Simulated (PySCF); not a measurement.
H$_{9}$NSi$_{3}$, charge +1, doublet, at a GFN2-xTB geometry (a state made from the parent by changing its charge; the spin is typed, not shown lowest). Base run: CCSD/STO-3G (PySCF).

The PySCF input:
```python
from pyscf import gto, scf, cc

mol = gto.M(
    atom='''
Si    0.271109    1.684408    0.471366
N    -0.009440   -0.003682   -0.005913
Si   -1.641802   -0.539153   -0.459355
Si    1.342234   -1.156536   -0.030149
H    -1.014504    2.364339    0.411211
H     0.857386    1.564533    1.810033
H     1.268925    2.144195   -0.500486
H    -1.991107    0.352182   -1.570486
H    -1.548433   -1.951545   -0.799185
H    -2.439167   -0.231635    0.732508
H     0.904305   -2.203464    0.899247
H     1.343522   -1.646979   -1.412096
H     2.534140   -0.425295    0.374025
''',
    basis='sto-3g',
    charge=1,
    spin=1,
    verbose=4,
)

mf = scf.UHF(mol)
mf.kernel()

mycc = cc.CCSD(mf)
mycc.kernel()
print('E(CCSD) = %.10f' % mycc.e_tot)
```

The base run was repeated with changes; each row names its change, and settings that it needs were set with it.

```
change                                ΔE vs base (mEh)  MP2 correlation (Eh)  CC correlation without the perturbative part (Eh)  basis functions  core-seconds (rough)
------------------------------------  ----------------  --------------------  -------------------------------------------------  ---------------  --------------------
base                                             0.000              -0.16804                                           -0.23084               41                     8
cart = on                                        0.000              -0.16804                                           -0.23084               41                     7
density fitting = JK and correlation            -0.806              -0.16792                                           -0.23072               41                     9
frozen = 15                                      9.678              -0.15735                                           -0.22116               41                     2
frozen = 17                                     29.086              -0.14172                                           -0.20175               41                     2
cc.level_shift = 0.2                             0.000              -0.16804                                           -0.23084               41                     7
cc.direct = True                                 0.000              -0.16804                                           -0.23084               41                    20
cc.iterative_damping = 0.8                       0.000              -0.16804                                           -0.23084               41                     6
cc.diis_space = 10                               0.000              -0.16804                                           -0.23084               41                     7
cc.conv_tol = 1e-9                               0.000              -0.16804                                           -0.23084               41                    10
```

Open shells are given as the SCF converged; they aren't shown to be the lowest states, and a large step between rows can be another state.
